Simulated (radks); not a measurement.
Values are calculated unless marked as measured or tabulated.
Task: These are the eigenvalues of the occupied orbitals of an atom or ion with whole-number occupations (eV). Level of theory: Dirac Kohn-Sham, BLYP, spin-unpolarised, spherical densities, finite nucleus; Fermi nuclear charge, rms radius of each element as measured or else 0.836 A^(1/3) + 0.57 fm (a radial shooting solver on a logarithmic mesh with Libxc functionals).

| orbital | eigenvalue |
|---|---|
| 1s1/2 | -9578.368 |
| 2s1/2 | -1203.913 |
| 2p1/2 | -1066.754 |
| 2p3/2 | -1042.771 |
| 3s1/2 | -171.2192 |
| 3p1/2 | -127.2579 |
| 3p3/2 | -124.0526 |
| 3d3/2 | -50.1754 |
| 3d5/2 | -49.7485 |
| 4p1/2 | -20.9050 |

Which element is it, and in what charge state? The configuration may be excited. Open shells, if any, fill j = l - 1/2 first.

Result: Z = 30, zinc, charge +2: Zn2+ in [Ne] 3s2 3p4 3d10 4p2. The list shows which subshells hold electrons but not how many an open one holds; the 1s level, -352 hartree, gives Z - s = 26.5 by -(Z - s)^2/2, which with screening and relativity narrows Z to a few neighbours, and the depths of the outer levels then fix element, charge and occupations together.
